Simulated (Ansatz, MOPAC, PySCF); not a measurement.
Isomers of BH5O2Si: 1 is OBO[SiH3], 2 is [SiH3]B(O)O; one conformer of each (the lowest of an xTB search), B3LYP-D3(BJ)/def2-TZVP minima.
Isomer 1 (charge 0, multiplicity 1):
```xyz
9

O     -2.310     0.902     0.107
B     -0.986     0.797     0.385
O     -0.260    -0.251    -0.099
Si     1.325    -0.710     0.019
H     -2.635     0.178    -0.442
H     -0.488     1.646     1.060
H      2.077     0.243     0.866
H      1.903    -0.742    -1.341
H      1.373    -2.062     0.613
```
Isomer 2 (charge 0, multiplicity 1):
```json
[
 {"atom": "O", "x (Å)": "-1.2529", "y (Å)": "-1.1078", "z (Å)": "-0.4033"},
 {"atom": "B", "x (Å)": "-0.5784", "y (Å)": "0.0224", "z (Å)": "-0.0344"},
 {"atom": "O", "x (Å)": "-1.1868", "y (Å)": "1.1953", "z (Å)": "0.3163"},
 {"atom": "Si", "x (Å)": "1.4518", "y (Å)": "-0.0496", "z (Å)": "0.0306"},
 {"atom": "H", "x (Å)": "-2.2168", "y (Å)": "-1.0518", "z (Å)": "-0.4021"},
 {"atom": "H", "x (Å)": "-2.1521", "y (Å)": "1.2000", "z (Å)": "0.3020"},
 {"atom": "H", "x (Å)": "2.0490", "y (Å)": "1.2528", "z (Å)": "-0.3548"},
 {"atom": "H", "x (Å)": "1.9881", "y (Å)": "-1.1008", "z (Å)": "-0.8680"},
 {"atom": "H", "x (Å)": "1.8982", "y (Å)": "-0.3605", "z (Å)": "1.4137"}
]
```

No zero-point or thermal terms.

The state that PM3 reach isn't checked.

Run with Ansatz (Gaussian orbitals); MOPAC for PM3 (differences of heats of formation); PySCF for the dispersion terms. Each number belongs to the level named beside it.

Q: One of these levels gives 149.1 kJ/mol for the electronic energy of isomer 2 less that of isomer 1. Which?
(A) PBE-D3(BJ)/def2-TZVPP
(B) BLYP/def2-TZVPP
(C) HF/cc-pV(T+d)Z
(D) PM3

A: C, HF/cc-pV(T+d)Z. The others give 65.7 (PM3), 99.0 (PBE-D3(BJ)/def2-TZVPP), 116.3 (BLYP/def2-TZVPP)

Ansatz is an electronic-structure program.
